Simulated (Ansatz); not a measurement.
`[SH][InH2]` + `[NH2][Ga]([NH2])[OH]` → `[OH][InH][SH]` + `[NH2][GaH][NH2]`  (redistribution)

Program: Ansatz. Geometries: PBE0-D4/def2-TZVP. ΔE: electronic, gas phase. CCSD(T)/CBS is the MP2 limit (def2-TZVPP, def2-QZVPP) plus CCSD(T) − MP2 in def2-TZVPP, frozen cores. DFT in def2-TZVPP. B3LYP here is the variant with VWN-RPA as its local correlation; programs differ in this. def2 core potentials past Kr. For Ga, In outer-core shells are correlated without core-valence functions, which leaves a few kJ/mol of doubt a bond. Scalar relativity is left out up to krypton. Each species was taken in one conformer, which may not be the lowest.

`[SH][InH2]`:

Z-matrix (Å, degrees):
```
In
S 1 2.389
H 1 1.712 2 116.1
H 1 1.710 2 114.1 3 -180.0
H 2 1.343 1 94.5 3 -0.0
```

`[NH2][Ga]([NH2])[OH]`:

```xyz
9

N     0.670    1.236   -1.104
Ga   -0.226    0.035   -0.082
N     0.578   -1.039    1.149
O    -1.991   -0.040   -0.360
H     0.217    1.614   -1.920
H     1.663    1.162   -1.244
H     0.038   -1.484    1.872
H     1.506   -0.831    1.478
H    -2.455   -0.654    0.211
```

`[OH][InH][SH]`:

Z-matrix (Å, degrees):
```
In
S 1 2.367
O 1 1.985 2 108.2
H 1 1.703 2 128.4 3 -180.0
H 2 1.345 1 91.6 3 0.0
H 3 0.960 1 113.9 2 -179.9
```

`[NH2][GaH][NH2]`:

Cartesian coordinates in Å:
```
N -0.571 1.048 -1.029
Ga 0.490 0.350 0.269
N 0.147 -1.355 0.791
H -1.353 0.572 -1.445
H -0.492 1.995 -1.354
H 1.642 1.176 0.904
H 0.701 -1.843 1.472
H -0.564 -1.943 0.393
```

```csv
level,ΔE (kcal/mol)
r2SCAN-D4,3.9
B3LYP-D4,4.1
HF/def2-QZVPP,6.8
CCSD/CBS(def2),3.8
```

Q: What does CCSD(T)/CBS give? (Best estimate.)

A: The calculation gave: +3.3 kcal/mol. The listed levels differ from it by 0.6, 0.8, 3.5, 0.5 kcal/mol.

Largest T1 diagnostic among the species: 0.016.

From PBE to PBE0 (25 % exact exchange), in def2-TZVPP and without D4, ΔE moves by +1.6 kcal/mol. In def2-TZVPP, CCSD(T) changes the Hartree–Fock value by −1.6 kcal/mol (the triples alone add −0.5 kcal/mol) and MP2 by −2.1 kcal/mol.
